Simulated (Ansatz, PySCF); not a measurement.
Reaction (SMILES): CCN(C)B(C)C [N-dimethylboranyl-N-methylethanamine] + 6 [H][H] (H2) -> B (BH3) + 5 C (CH4) + N (NH3)
Structures are relaxed separately at B3LYP-D3(BJ)/def2-TZVP in Ansatz (a program for electronic structure), one conformer each, not searched for the lowest. Frequencies are from Ansatz or PySCF.
Geometry of the first species:
```
N
B 1 1.4064
C 1 1.4548 2 123.59
H 3 1.0854 1 110.79 2 -3.06
H 3 1.0943 4 107.84 1 121.84
H 3 1.0955 4 108.40 5 116.19
C 1 1.4626 2 123.83 3 -177.92
H 7 1.0882 1 109.19 2 -29.79
H 7 1.0946 8 106.42 1 116.69
C 7 1.5263 8 109.70 9 118.64
H 10 1.0911 7 110.36 8 59.85
H 10 1.0914 11 108.00 7 -122.04
H 10 1.0922 11 108.35 12 -116.57
C 2 1.5836 1 121.88 3 177.09
H 14 1.0898 2 116.92 1 -7.98
H 14 1.0950 15 107.50 8 149.91
H 14 1.0963 15 107.56 16 112.88
C 2 1.5896 1 120.50 3 -2.61
H 18 1.0915 2 111.73 1 -172.07
H 18 1.0938 19 107.36 2 -124.46
H 18 1.0958 19 106.75 20 -113.66
```
Charge 0, spin multiplicity 1.

Property: energy of full hydrogenation (enthalpy at 298 K, with B3LYP-D3(BJ) rigid-rotor harmonic-oscillator terms), in kcal/mol. Valence correlation only, unless marked. No spin-orbit coupling. No relativistic terms. CBS marks a two-point X^-3 extrapolation of the correlation energy; Hartree-Fock from the larger set. The bracket is a focal-point correction in the basis named.

RI-MP2/CBS(aug-cc-pVTZ,aug-cc-pVQZ)+[CCSD(T)-MP2]/aug-cc-pVTZ (Ansatz) gives -24.4 kcal/mol.

### Question
Another calculation gave -40.8 kcal/mol. Which level was it?
(A) BHLYP/def2-TZVPD (Ansatz)
(B) revPBE/def2-TZVPD (Ansatz)
(C) SVWN5/def2-TZVPD (Ansatz)
(D) r2SCAN/def2-TZVPD (Ansatz)

### Answer
A, BHLYP/def2-TZVPD (Ansatz). The others give -23.4 (r2SCAN), -32.5 (revPBE), -8.2 (SVWN5) kcal/mol.
